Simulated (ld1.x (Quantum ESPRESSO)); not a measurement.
# What the settings do to the TM potential of B

Base potential:

```
Element                 : B
Generator               : ld1.x (Quantum ESPRESSO) 7.5
Type                    : norm-conserving Troullier–Martins (Kleinman–Bylander form)
Functional              : LDA (PZ)
Relativity              : non-relativistic
Frozen core             : [He]
Valence charge          : 3
Reference configuration : 2s1.5 2p0 (charge +1.5)
Partial waves           : 2s (bound): rc 1.40 bohr; 2p (bound, empty): rc 2.65 bohr
Local potential         : all-electron potential smoothed inside 2.05 bohr (lloc = -1)
Core correction         : a·sin(br)/r model core, default radius (core density twice the valence density)
```

All-electron outer shells of the reference configuration (LDA (PZ), non-relativistic, ld1.x):

| shell | level (eV) | outermost node (bohr) | outermost maximum (bohr) |
| --- | --- | --- | --- |
| 2s | -25.26 | 0.46 | 1.41 |
| 2p | -19.33 | – | 1.32 |

Cutoffs, loose and tight: the cutoffs (Ry, on a coarse ladder) from which the occupation-weighted sum of valence levels, in a spherical-Bessel basis at the reference potential, stays within 10 and 1 mRy of its value at 400 Ry. They do not see the model core or the augmentation charge, which bear on the density cutoff. Test errors are all-electron minus pseudo excitation energies from the reference, over the configurations 2s2 2p1; 2s2 2p0; 2s1 2p0; 2s2 2p0.5; 2s0 2p3; 2s1 2p2; 2s2 2p1.3 (two spin-polarised tests are not counted in the largest error). A dash means not determined; rows that change the core or the reference have their own tests.

A true bound ghost makes a file unfit for plane-wave use even where its test errors are small: the radial tests pick states by their node count and pass the ghost by.

The default core radius of the base comes out at 0.74 bohr.

```csv
change,outcome,"cutoff, loose","cutoff, tight",bound ghosts,largest test error (meV)
base,generated,21 Ry,55 Ry,none,+235
local potential the s channel,generated,21 Ry,55 Ry,none,+238
functional PBE,generated,21 Ry,55 Ry,none,+250
scalar-relativistic,generated,21 Ry,55 Ry,none,+236
wave 2s (bound): rc 1.40 bohr becomes 2s (bound): rc 1.86 bohr,generated,15 Ry,35 Ry,none,+280
core correction a·sin(br)/r model core inside 1.60 bohr,generated,21 Ry,55 Ry,none,+265
local potential all-electron potential smoothed inside 2.90 bohr (lloc = -1),generated,18 Ry,55 Ry,s,+361
```

What comes out with this change to the base: reference 2s2 2p0?

outcome: generated; cutoff, loose: 21 Ry; cutoff, tight: 55 Ry; bound ghosts: none; largest test error (meV): +122.

What comes out with this change to the base: wave 2p (bound): rc 2.65 bohr becomes 2p (bound): rc 2.88 bohr?

outcome: generated; cutoff, loose: 21 Ry; cutoff, tight: 55 Ry; bound ghosts: none; largest test error (meV): +347.

What comes out with this change to the base: all radii but the core radius scaled by about 1.38 (s 1.94, p 3.66 bohr); local potential all-electron potential smoothed inside 2.84 bohr (lloc = -1)?

outcome: generated; cutoff, loose: 15 Ry; cutoff, tight: 30 Ry; bound ghosts: s; largest test error (meV): +808.
